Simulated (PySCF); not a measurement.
# Assigning NMR signals

Mapped SMILES: `[F:1][C:2]1=[C:3]([O:4][CH:5]([F:6])[F:7])[O:8][CH2:9][C@H:10]1[F:11]`. Each H is labelled by its parent atom. Ha(C9) is cis to F11 on the ring; Hb(C9) is trans to F11 on the ring.

One conformer, gas phase, non-relativistic. PBE0-D3(BJ)/def2-SVP geometry; shieldings: GIAO PBE0/pcSseg-1; B3LYP/pcJ-1 coupling constants (spin–dipole term only in couplings to heteroatoms); PySCF 2.14.

Scale: 13C (184.41 ppm), 1H (31.27 ppm) vs TMS (reference shieldings calculated alike).

(1) Assign these signals to the numbered atoms. 13C{1H} NMR (computed): δ 151.3 (m), 129.3 (dd, J = 325.6, 16.9 Hz), 118.2 (dd, J = 344.0, 322.0 Hz), 90.4 (dd, J = 256.5, 16.0 Hz), 73.5 (dd, J = 26.5, 7.0 Hz).

(2) Assign these signals to the numbered atoms. 1H NMR (300 MHz, computed): δ 6.58 (dd, J = 89.3, 76.4 Hz, 1H), 5.48 (ddd, J = 72.4, 6.8, 1.3 Hz, 1H), 4.37 (ddd, J = 25.4, 13.2, 1.8 Hz, 1H), 4.05 (m, 1H).

## Answers

(1) 
| δ (ppm) | atoms | environment | reason |
| --- | --- | --- | --- |
| 151.3 | C3 | alkene carbon bearing oxygen | an sp2 carbon further deshielded by the attached heteroatom |
| 129.3 | C2 | β carbon of an enol-ether or enamine type C=C | – |
| 118.2 | C5 | sp3 CH bonded to 2 F and O | 3 electronegative neighbours deshield it |
| 90.4 | C10 | allylic sp3 CH bonded to F | the inductive effect lowers its shielding |
| 73.5 | C9 | sp3 CH2 bonded to O | deshielded by the electronegative neighbour |

(2) 
6.58 → H(C5), hydrogen on an sp3 CH bonded to 2 F and O: its carbon carries F and O, hence the downfield position
5.48 → H(C10), hydrogen on an allylic sp3 CH bonded to F: its carbon carries F, hence the downfield position
4.37 → Ha(C9), hydrogen on an sp3 CH2 bonded to O: its carbon carries O, an electronegative neighbour
4.05 → Hb(C9), hydrogen on an sp3 CH2 bonded to O

C–F couplings over four or more bonds (about 3 Hz to the para carbon of a fluoroarene) are left out. Common functionals overestimate the size of one-bond C–F couplings by tens of Hz; these are unscaled. Splittings below 1 Hz are ignored in the labels, and close J values are merged. Unscaled 3J(H,H) at this level run about 10 % above measured values. Shifts are as computed. Against solution values, carbons near 30 ppm lie about +2 ppm off and those near 130 ppm about +5 ppm. Of 1313 compounds with measured shifts, 239 miss one by over three times the rms of a fit or turn the order of signals round; such compounds aren't used in these exercises.
